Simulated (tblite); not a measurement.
Compound: C7H11S (doublet state).
Structure used (GFN2-xTB), in Å, numbered top down from 1:
```xyz
19
C7H11S angstrom
S     -3.2752    0.7212   -0.7138
C     -2.0525   -0.5707   -0.2984
C     -0.6137   -0.1657   -0.6276
C      0.3230   -1.3054   -0.4243
C      1.5384   -0.8821    0.2214
C      2.2805    0.2831   -0.4413
C      1.3313    0.5512    0.6729
C     -0.0749    0.9612    0.2859
H     -2.8273    1.6299    0.1491
H     -2.1626   -0.8195    0.7574
H     -2.3508   -1.4297   -0.8993
H     -0.6129    0.1675   -1.6772
H      0.0840   -2.3193   -0.6765
H      2.1323   -1.5973    0.7716
H      1.9955    0.5530   -1.4457
H      3.3374    0.3644   -0.2397
H      1.7152    0.9017    1.6197
H     -0.6879    1.0350    1.1877
H     -0.0896    1.9306   -0.2142
```

Method: GFN2-xTB as coded in tblite; computed harmonic values from a numerical Hessian at the method's own geometry, unscaled. Against measured fundamentals such values can be off by several per cent, at times by over 20. Modes of hydrogen on sulfur can be 10 to 20 % off. One conformer, not necessarily the lowest. Open shells enter through the occupations alone, without spin polarisation, and single modes of such species can be off by tens of per cent.

Harmonic wavenumbers (cm⁻¹): 65.3, 89.9, 171.3, 223.6, 284.2, 313.9, 348.4, 388.6, 474.6, 617.0, 663.2, 719.6, 771.1, 813.3, 855.8, 877.3, 893.3, 916.3, 956.2, 988.3, 1013.5, 1033.7, 1036.8, 1054.4, 1078.0, 1094.9, 1121.0, 1143.6, 1179.4, 1192.6, 1216.1, 1254.2, 1261.8, 1280.7, 1306.1, 1333.5, 1366.3, 1442.8, 1450.9, 1483.2, 2439.2, 2830.7, 2959.8, 2975.7, 2985.7, 3001.5, 3062.6, 3070.7, 3089.7, 3109.5, 3159.3.

A = 4840, B = 907.8, C = 827.0 MHz; mass 127.058 u (most abundant isotopes); point group C1, symmetry number 1; spin multiplicity 2.

Q: Zero-point energy?

A: Half the sum of the wavenumbers: 34230 cm⁻¹ = 97.87 kcal/mol.

Q: Entropy at 500 K, 1 bar (ideal gas, RRHO, classical rotation)?

A: Translation 43.03, rotation 30.41, vibration 40.05, spin (R ln 2) 1.38: S = 114.9 cal/(mol K).

Q: And Cp and H(500 K) − H(0)?

A: Cp = 54.93 cal/(mol K), of which vibrations give 46.98 (their classical limit is 51 R = 101.3); H(500 K) − H(0) = 15.06 kcal/mol without the zero-point energy, 11.09 from vibrations.

Q: Blend soft modes into free rotors: weight 1/[1 + (100 cm⁻¹/ν̃)⁴] for the oscillator and the rest for a rotor with moment μB/(μ + B), μ = h/(8π²ν), B = 10⁻⁴⁴ kg m². What vibrational entropy results?

A: 37.97 cal/(mol K) in place of 40.05, which changes −T·S at 500 K by +1.04 kcal/mol.

Q: What must be added to the electronic energy to get the Gibbs energy at 500 K and 1 bar?

A: ZPE + [H(500 K) − H(0)] − T·S = 97.87 + 15.06 − 57.44 = 55.49 kcal/mol.

Q: Which modes carry the vibrational entropy at 500 K?

A: 65.3 cm⁻¹: 5.31; 89.9 cm⁻¹: 4.68; 171.3 cm⁻¹: 3.41; 223.6 cm⁻¹: 2.90; 284.2 cm⁻¹: 2.44; 313.9 cm⁻¹: 2.26 cal/(mol K); the other 45 give 19.05 together.

Hindered rotation and anharmonicity are outside this model. Other conformers, if any are populated, would add a mixing term that is left out. The structure is chiral; the term R ln 2 for an equal mix with its mirror image is left out.

The run took 2.0 s on one thread of an Intel Xeon at 2.50 GHz, shared host. The figure is for the frequency step alone.
